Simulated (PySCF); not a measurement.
## TaN(OH) + HCl → ClTaN + H₂O

Level: PBE0 in the def2-TZVP basis family, computed in PySCF with density fitting; scalar-relativistic core potentials for atoms from Rb on, none lighter, no spin–orbit coupling; open shells unrestricted.

```csv
species,state and structure,E (Eh),ZPE (kJ/mol),H(298 K) − H(0) (kJ/mol),S° (J/(mol K))
TaN(OH),"doublet, Cs, O–H 0.960 Å, Ta–N 1.689 Å, Ta–O 1.894 Å; H–O–Ta 120.4°, N–Ta–O 104.1°",-187.46494,43.5,12.1,291.8
HCl,"singlet, C∞v, H–Cl 1.279 Å",-460.66440,17.9,8.7,186.6
ClTaN,"doublet, Cs, Ta–Cl 2.289 Å, Ta–N 1.681 Å; Cl–Ta–N 105.6°",-571.75674,10.3,12.2,300.8
H₂O,"singlet, C2v, O–H 0.960 Å (×2); H–O–H 105.1°",-76.37736,56.5,9.9,188.7
```

(1) What is the electronic reaction energy?

(2) Add zero-point, thermal and entropy terms for 298.15 K and 1 bar.

## Answers

(1) At PBE0/def2-TZVP, ΔE = -12.5 kJ/mol from the differences of the total energies times 2625.5, downhill. 

(2) ΔZPE = 5.4 and Δ[H(298) − H(0)] = 1.3 kJ/mol give ΔH° = -5.8 kJ/mol. ΔS° = 11.1 J/(mol K), so ΔG° = -5.8 − 298.15 × (0.0111) = -9 kJ/mol and log₁₀K = 1.6.

Spin–orbit coupling can matter for TaN(OH), ClTaN and is left out. Open d or f shells are single determinants, so the state found may not be the ground state. The structures come from searches over a few start shapes, so lower isomers are not excluded.
